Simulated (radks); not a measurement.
Values are calculated unless marked as measured or tabulated.
The osmium ion Os3+, configuration [Xe] 4f14 5d3.25 6s1.75 (fractional occupations, a model configuration). Code: a radial shooting solver on a logarithmic mesh with Libxc functionals. Model: scalar-relativistic Kohn-Sham, r2SCAN, spin-unpolarised, spherical densities, finite nucleus; meta-GGA in the generalised Kohn-Sham scheme; Fermi nuclear charge, rms radius 5.4126 fm.

Normalised radial functions P(r) = r R(r), r in bohr:

| r | 4p | 5s |
|---|---|---|
| 0.001394 | 0.0087 | 0.0914 |
| 0.001874 | 0.0141 | 0.1120 |
| 0.00252 | 0.0231 | 0.1351 |
| 0.003388 | 0.0375 | 0.1592 |
| 0.004555 | 0.0606 | 0.1817 |
| 0.006124 | 0.0969 | 0.1978 |
| 0.008234 | 0.1523 | 0.1998 |
| 0.01107 | 0.2332 | 0.1775 |
| 0.01488 | 0.3440 | 0.1199 |
| 0.02001 | 0.4799 | 0.0199 |
| 0.0269 | 0.6163 | -0.1152 |
| 0.03617 | 0.6950 | -0.2498 |
| 0.04863 | 0.6210 | -0.3131 |
| 0.06538 | 0.2983 | -0.2209 |
| 0.0879 | -0.2686 | 0.0501 |
| 0.1182 | -0.8438 | 0.3627 |
| 0.1589 | -0.9646 | 0.4225 |
| 0.2136 | -0.2907 | 0.0381 |
| 0.2872 | 0.8827 | -0.5161 |
| 0.3862 | 1.6731 | -0.5971 |
| 0.5192 | 1.5243 | 0.0583 |
| 0.698 | 0.8290 | 0.8955 |
| 0.9385 | 0.2699 | 1.1945 |
| 1.262 | 0.0493 | 0.8654 |
| 1.696 | 0.0044 | 0.3770 |
| 2.281 | 0.0002 | 0.0953 |
| 3.066 | 0.0000 | 0.0129 |
| 4.123 | 0.0000 | 0.0008 |
| 5.543 | 0.0000 | 0.0000 |
| 7.452 | 0.0000 | 0.0000 |

4p: eigenvalue -517.96 eV, 2 radial nodes at r = 0.0773, 0.231 bohr, <r> = 0.459 bohr, 90 % of the charge inside 0.666 bohr. 5s: eigenvalue -130.94 eV, 4 radial nodes at r = 0.0210, 0.0840, 0.218, 0.509 bohr, <r> = 1.00 bohr, 90 % of the charge inside 1.43 bohr.
